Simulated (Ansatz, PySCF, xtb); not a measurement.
Dimer: PH3 (SMILES P) (first 4 atoms) with HI (SMILES I); geometry from B3LYP-D3(BJ)/def2-TZVP.
(charge 0, multiplicity 1):
| atom | x (Å) | y (Å) | z (Å) |
|---|---|---|---|
| P | -0.4959 | -0.5533 | 0.4139 |
| H | -1.8481 | -0.6696 | 0.0101 |
| H | -0.1615 | 0.3996 | -0.5789 |
| H | -0.0545 | -1.6663 | -0.3421 |
| I | 0.5510 | -0.0275 | 4.4590 |
| H | 0.1501 | -0.2319 | 2.8916 |

Interaction energies are E(AB) − E(A) − E(B) at the monomers' geometry in the complex; basis-set methods are counterpoise corrected.

Cores are frozen in the correlated methods. Filled d and f shells under p-block atoms count as core.

Codes used: Ansatz (an electronic-structure program); PySCF for the dispersion terms; xtb for the GFN methods.  In def2 rows elements past Kr take small-core potentials, without spin–orbit coupling.

| level | interaction energy (kcal/mol) |
|---|---|
| GFN-FF | -2.76 |
| GFN1-xTB | -1.65 |
| BLYP/def2-TZVPPD | -1.06 |
| revPBE-D4/def2-TZVPPD | -2.74 |
| r2SCAN-D4/def2-TZVPPD | -2.54 |
| BHLYP-D4/def2-TZVPPD | -2.38 |
| B2PLYP-D4/def2-TZVPPD | -2.12 |
| MP2/def2-TZVPPD | ___ |
| CCSD(T)/def2-TZVPPD | ___ |

Q: What belongs in the gaps?

A: 
- MP2/def2-TZVPPD, interaction energy (kcal/mol): -2.04
- CCSD(T)/def2-TZVPPD, interaction energy (kcal/mol): -1.38
